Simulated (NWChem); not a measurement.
System: MgSiH4O; SMILES [MgH][O][SiH3]

```xyz
7

Mg     0.0073     1.9347     0.0062
H      0.0165     3.6232     0.0132
O     -0.0007     0.1325     0.0001
Si    -0.0003    -1.5032    -0.0006
H     -1.0809    -2.0540    -0.8838
H     -0.2244    -2.0543     1.3767
H      1.3051    -2.0531    -0.4953
```
Atoms are numbered in this order, from 1.

Computed with NWChem. Coordinates come from a PBE0/def2-SVP optimisation. GIAO values for the isolated, static molecule; σ is the absolute isotropic shielding, δ = σ(reference) − σ with the isolated reference molecule computed at the same levels (1H: tetramethylsilane, 17O: water, 29Si: tetramethylsilane).

For level PBE0/pcSseg-1:

```
Property     Value
-----------  -----
σ Mg1 (ppm)  512.1
δ H2 (ppm)    4.67
δ O3 (ppm)    -5.3
δ Si4 (ppm)  -46.4
δ H5 (ppm)    5.06
```

### Question
What are these values for level LDA (Slater exchange, VWN5)/pcSseg-1?

### Answer
The σ Mg1 (ppm) is 489.5, the δ H2 (ppm) is 4.92 and the δ O3 (ppm) is 16.6. The δ Si4 (ppm) is -42.9 and the δ H5 (ppm) is 5.63.
